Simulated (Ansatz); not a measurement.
Relaxation of Cl₂FHZn (5 atoms, charge 0, multiplicity 1), to a largest force component of 0.03 eV/Å in at most 50 steps.

All numbers below come from RKS PBE0-D4/def2-SVP in Ansatz 0.2.0.

```xyz
5
Properties=species:S:1:pos:R:3
Zn -0.788 0.000 -0.609
Cl 0.143 -0.001 2.700
Cl 0.602 0.000 -2.173
F -2.126 -0.001 0.482
H -1.145 0.002 2.351
```

Problem. Where does it end, and by what steps?

Solution. The run converged. After 15 steps the energy has fallen by 0.944 eV; Zn1 moved furthest, 1.02 Å. Parted: Cl2–H5 (1.33 → 2.17 Å). Joined: Zn1–Cl2 (3.44 → 2.17 Å), F4–H5 (2.11 → 0.95 Å).

```
step  energy less start (eV)  largest force component (eV/Å)  accepted
   0                  0.0000                           1.101       yes
   1                 -0.1182                           0.610       yes
   2                 -0.2212                           0.600       yes
   3                 -0.2733                           0.641       yes
   4                 -0.2890                           0.460       yes
   5                 -0.3145                           0.316       yes
   6                 -0.3974                           0.894       yes
   7                 -0.5398                           0.859       yes
   8                 -0.6820                           1.332       yes
   9                 -0.7783                           3.558       yes
  10                 -0.8722                           1.894       yes
  11                 -0.8955                           0.950       yes
  12                 -0.8995                           0.326       yes
  13                 -0.8999                           0.566       yes
  14                 -0.9424                           0.053       yes
  15                 -0.9439                           0.014       yes
```

```xyz
5
Properties=species:S:1:pos:R:3
Zn -0.039 0.003 0.085
Cl 0.326 0.010 2.220
Cl 0.290 0.001 -1.995
F -2.124 -0.009 0.780
H -1.768 -0.005 1.659
```

Run time: 35 s on 2 threads of Arm Neoverse V2, with other jobs on the host, peak memory 0.18 GiB.
